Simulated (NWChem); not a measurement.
Program: NWChem. System: ClGa, charge 0, spin multiplicity 1, at a geometry optimised with B3LYP/def2-SVP. The structure started from a generated list of species. Level: HF/aug-cc-pVDZ.

Part of the output:

```
             Northwest Computational Chemistry Package (NWChem) 7.3.0
             --------------------------------------------------------

                                NWChem Input Module
                                -------------------

 Scaling coordinates for geometry "geometry" by  1.889725989
 (inverse scale =  0.529177249)

 Turning off AUTOSYM since
 SYMMETRY directive was detected!

                             Geometry "geometry" -> ""
                             -------------------------

 Output coordinates in angstroms (scale by  1.889725989 to convert to a.u.)

  No.       Tag          Charge          X              Y              Z
 ---- ---------------- ---------- -------------- -------------- --------------
    1 Ga                  31.0000     0.00000000     0.00000000    -0.79094600
    2 Cl                  17.0000     0.00000000     0.00000000     1.44231300

 Effective nuclear repulsion energy (a.u.)     124.8741906885

            Nuclear Dipole moment (a.u.)
            ----------------------------
        X                 Y               Z
 ---------------- ---------------- ----------------
     0.0000000000     0.0000000000    -0.0000094486

      Symmetry information
      --------------------

 Group name             C2v
 Group number             16
 Group order               4
 No. of unique centers     2

      Symmetry unique atoms

     1    2


 Summary of "ao basis" -> "" (spherical)
 ------------------------------------------------------------------------------
       Tag                 Description            Shells   Functions and Types
 ---------------- ------------------------------  ------  ---------------------
 *                        aug-cc-pvdz                 on all atoms

  xc_inp: hfexch multiplicative factor not found.
                              NWChem Property Module
                              ----------------------

                                 NWChem DFT Module
                                 -----------------

 Summary of "ao basis" -> "ao basis" (spherical)
 ------------------------------------------------------------------------------
       Tag                 Description            Shells   Functions and Types
 ---------------- ------------------------------  ------  ---------------------
 Ga                       aug-cc-pvdz               14       36   6s5p3d
 Cl                       aug-cc-pvdz               11       27   5s4p2d

 Summary of "ao basis" -> "ao basis" (spherical)
 ------------------------------------------------------------------------------
       Tag                 Description            Shells   Functions and Types
 ---------------- ------------------------------  ------  ---------------------
 Ga                       aug-cc-pvdz               14       36   6s5p3d
 Cl                       aug-cc-pvdz               11       27   5s4p2d

            General Information
            -------------------
          SCF calculation type: DFT
          Wavefunction type:  closed shell.
          No. of atoms     :     2
          No. of electrons :    48
           Alpha electrons :    24
            Beta electrons :    24
          Charge           :     0
          Spin multiplicity:     1
          Use of symmetry is: off; symmetry adaption is: off
          Maximum number of iterations: 100
          AO basis - number of functions:    63
                     number of shells:    25
          Convergence on energy requested:  1.00D-06
          Convergence on density requested:  1.00D-05
          Convergence on gradient requested:  5.00D-04

              XC Information
              --------------
                     Hartree-Fock (Exact) Exchange  1.000

          Convergence Information
          -----------------------
          Convergence aids based upon iterative change in
          total energy or number of iterations.
          Levelshifting, if invoked, occurs when the
          HOMO/LUMO gap drops below (HL_TOL):  1.00D-02
          DIIS, if invoked, will attempt to extrapolate
          using up to (NFOCK): 10 stored Fock matrices.

                    Damping( 0%)  Levelshifting(0.5)       DIIS
                  --------------- ------------------- ---------------
[...]
    46      0.286599  2 Cl py                49      0.238095  2 Cl py
    13      0.057100  1 Ga px                51      0.038307  2 Cl px
    25      0.036893  1 Ga d  1              14      0.032717  1 Ga py
    16      0.027119  1 Ga px                62      0.025918  2 Cl d  1

 Vector   24  Occ=2.000000D+00  E=-3.546891D-01
              MO Center= -1.9D-14, -2.7D-15, -6.5D-01, r^2= 3.3D+00
   Bfn.  Coefficient  Atom+Function         Bfn.  Coefficient  Atom+Function
  ----- ------------  ---------------      ----- ------------  ---------------
     5      0.475817  1 Ga s                  4      0.441690  1 Ga s
    47      0.327678  2 Cl pz                50      0.291921  2 Cl pz
    15     -0.215750  1 Ga pz                18     -0.142055  1 Ga pz
    40     -0.054229  2 Cl s                 24      0.051324  1 Ga d  0
    29     -0.041837  1 Ga d  0              53      0.031824  2 Cl pz

 Vector   25  Occ=0.000000D+00  E= 1.494777D-02
              MO Center= -5.8D-14, -3.0D-14, -1.1D+00, r^2= 1.5D+01
   Bfn.  Coefficient  Atom+Function         Bfn.  Coefficient  Atom+Function
  ----- ------------  ---------------      ----- ------------  ---------------
    20      0.573375  1 Ga py                19      0.496365  1 Ga px
    17      0.302723  1 Ga py                16      0.262064  1 Ga px
    52     -0.176402  2 Cl py                14      0.166478  1 Ga py
    51     -0.152710  2 Cl px                13      0.144119  1 Ga px
    46     -0.080372  2 Cl py                49     -0.077008  2 Cl py

 Vector   26  Occ=0.000000D+00  E= 1.494777D-02
              MO Center=  1.5D-12,  2.2D-11, -1.1D+00, r^2= 1.5D+01
   Bfn.  Coefficient  Atom+Function         Bfn.  Coefficient  Atom+Function
  ----- ------------  ---------------      ----- ------------  ---------------
    19      0.573375  1 Ga px                20     -0.496365  1 Ga py
    16      0.302723  1 Ga px                17     -0.262064  1 Ga py
    51     -0.176402  2 Cl px                13      0.166478  1 Ga px
    52      0.152710  2 Cl py                14     -0.144119  1 Ga py
    45     -0.080372  2 Cl px                48     -0.077008  2 Cl px

 Vector   27  Occ=0.000000D+00  E= 3.434747D-02
              MO Center=  1.9D-14,  1.7D-14, -2.5D+00, r^2= 2.2D+01
   Bfn.  Coefficient  Atom+Function         Bfn.  Coefficient  Atom+Function
  ----- ------------  ---------------      ----- ------------  ---------------
    21      1.132878  1 Ga pz                 6     -0.454900  1 Ga s
    53     -0.280894  2 Cl pz                18     -0.245553  1 Ga pz
     5      0.142671  1 Ga s                  4      0.087112  1 Ga s
    39     -0.056729  2 Cl s                 15      0.049593  1 Ga pz
    50      0.045179  2 Cl pz                47      0.043018  2 Cl pz

 center of mass
 --------------
 x =   0.00000000 y =   0.00000000 z =  -0.07421938

 moments of inertia (a.u.)
 ------------------
         413.186027246171           0.000000000000           0.000000000000
           0.000000000000         413.186027246171           0.000000000000
           0.000000000000           0.000000000000           0.000000000000

     Multipole analysis of the density
     ---------------------------------

     L   x y z        total         alpha         beta         nuclear
     -   - - -        -----         -----         ----         -------
     0   0 0 0     -0.000000    -24.000000    -24.000000     48.000000

     1   1 0 0      0.000000      0.000000      0.000000      0.000000
     1   0 1 0      0.000000      0.000000      0.000000      0.000000
     1   0 0 1     -1.033994     -0.516992     -0.516992     -0.000009

     2   2 0 0    -20.741445    -10.370722    -10.370722      0.000000
     2   1 1 0      0.000000      0.000000      0.000000      0.000000
     2   1 0 1      0.000000      0.000000      0.000000      0.000000
     2   0 2 0    -20.741445    -10.370722    -10.370722      0.000000
     2   0 1 1      0.000000      0.000000      0.000000      0.000000
     2   0 0 2    -25.263947   -110.404140   -110.404140    195.544333

 *** CALLING NEW AORESP DRIVER FOR CLOSED AND OPEN SHELLS ***
 Entering AOResponse driver routine

--------------------------------------------------------------------------------

          ****************
          *** RESPONSE ***
          ****************

 Response module for NWChem and dynamic CPKS solver

          -----------------------------------------------
          Solving response equations for perturbing field
          -----------------------------------------------

 number of frequencies:     1
 frequency in a.u.:  0.4280000E-01
 Perturbing field: electric
 Using El. Dipole Length Gauge

 Setting up CPKS with frequency omega =      0.04280000 a.u.

                            NWChem Dynamic CPHF Module
                            --------------------------

    scftype = RHF
    nclosed =   24
      nopen =    0
  variables =     1872
  num. vecs =        3
  tolerance =   1.0D-04
  max. iter =   50

 SCF residual:    1.7872969201511251E-005

Iterative solution of linear equations
  No. of variables     1872
  No. of equations        3
  Maximum subspace       30
       Convergence  1.0D-04

 ga_lkain filestub:cphf_sol
 ga_lkain filesoln:./mol.cphf_sol

   iter   nsub   residual    time
   ----  ------  --------  ---------
     1      3    1.41D+00      68.0
     2      6    5.81D-01     122.0
     3      9    1.36D-01     184.6
     4     12    4.05D-02     246.8
     5     15    8.85D-03     309.6
     6     18    1.77D-03     360.5
     7     21    4.12D-04     418.3
     8     24    7.58D-05     461.9

 Electric Dipole Response Matrix (nonzero elements):

              1        2        3
    1   44.4810   0.0000  -0.0000
    2   -0.0000  44.4810  -0.0000
    3    0.0000  -0.0000  61.5319

 ------------------------------------------
 average:        50.16464 + I       0.00000

 DFT Linear Response polarizability / au
 Frequency  =       0.0428000 / au
 Wavelength =    1064.5643224 / nm
              X              Y              Z
 -----------------------------------------------
 X      44.4810138      0.0000000     -0.0000000
 Y      -0.0000000     44.4810138     -0.0000000
 Z       0.0000000     -0.0000000     61.5318796
 -----------------------------------------------
 Eigenvalues =      44.4810138     44.4810138     61.5318796
 Isotropic   =      50.1646358
 Anisotropic =      17.0508657
 -----------------------------------------------

 Magnetic Dipole Response Matrix (nonzero elements):
 Optical rotation tensor Beta

              1        2        3
    1   -0.0000 -36.3428  -0.0000
    2   36.3428  -0.0000  -0.0000
    3    0.0000  -0.0000   0.0000

 ------------------------------------------
 average:        -0.00000 + I       0.00000

 Exiting AOResponse driver routine

          -------------
          Dipole Moment
          -------------

 Center of charge (in au) is the expansion point
         X =       0.0000000 Y =       0.0000000 Z =      -0.0000002

   Dipole moment        1.0339940568 A.U.
             DMX        0.0000000000 DMXEFC        0.0000000000
             DMY        0.0000000000 DMYEFC        0.0000000000
             DMZ       -1.0339940568 DMZEFC        0.0000000000
   -EFC- dipole         0.0000000000 A.U.
   Total dipole         1.0339940568 A.U.

   Dipole moment        2.6281706069 Debye(s)
             DMX        0.0000000000 DMXEFC        0.0000000000
             DMY        0.0000000000 DMYEFC        0.0000000000
             DMZ       -2.6281706069 DMZEFC        0.0000000000
   -EFC- dipole         0.0000000000 DEBYE(S)
   Total dipole         2.6281706069 DEBYE(S)

 1 a.u. = 2.541766 Debyes

 Task  times  cpu:      461.9s     wall:      461.9s

 Total times  cpu:      462.0s     wall:      462.0s
```

Write an NWChem input that would produce this output.

One answer among several that fit: 
```
start mol
memory heap 200 mb stack 900 mb global 1100 mb
geometry units angstroms nocenter noautoz
  Ga     0.000000     0.000000    -0.790946
  Cl     0.000000     0.000000     1.442313
  symmetry group C2v
end
basis spherical
  * library aug-cc-pvdz
end
dft
  xc hfexch
  semidirect memsize 60000000 filesize 0
  iterations 100
end
property
  dipole
  response 1 0.0428
end
task dft property
```
